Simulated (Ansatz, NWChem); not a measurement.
Exact exchange and the HOMO–LUMO gap of PbO

The species is PbO (2 atoms), meant as a singlet with charge 0. As SMILES, `[O][Pb]`. Geometry: the measured bond length.

The HOMO–LUMO gap y, in eV, basis def2-TZVP with a core potential; a is the functional's share of exact exchange. Programs: Ansatz 0.2.0, NWChem 7.3.0.

| functional | program | a | y (eV) |
| --- | --- | --- | --- |
| BLYP | Ansatz | 0 | 3.14 |
| revPBE | Ansatz | 0 | 3.24 |
| TPSSh | NWChem | 0.1 | 4.09 |
| B3LYP | Ansatz | 0.2 | 4.64 |
| r2SCAN0 | Ansatz | 0.25 | ? |
| PBE0 | Ansatz | 0.25 | 5.09 |
| BHLYP | Ansatz | 0.5 | 6.82 |

**Question.** Fit y = c + s·a to the known rows and predict r2SCAN0.

**Answer.** 
1. Means of the 6 rows: a = 0.1750, y = 4.503.
2. Σ(Δa)² = 0.17875, Σ(Δa·Δy) = 1.291, so the slope is 1.291/0.17875 = 7.2224.
3. Intercept: 4.503 − (7.2224) × 0.1750 = 3.239. The largest residual of the fit is 0.13.
4. r2SCAN0: 3.239 + (7.2224) × 0.25 = 5.04 eV.

The run gave 5.36 eV, so the prediction is off by -0.32 eV, more than the scatter of the fit. Exact exchange lowers occupied levels and raises empty ones. The rows mix families of semi-local functionals, which the line can't see.
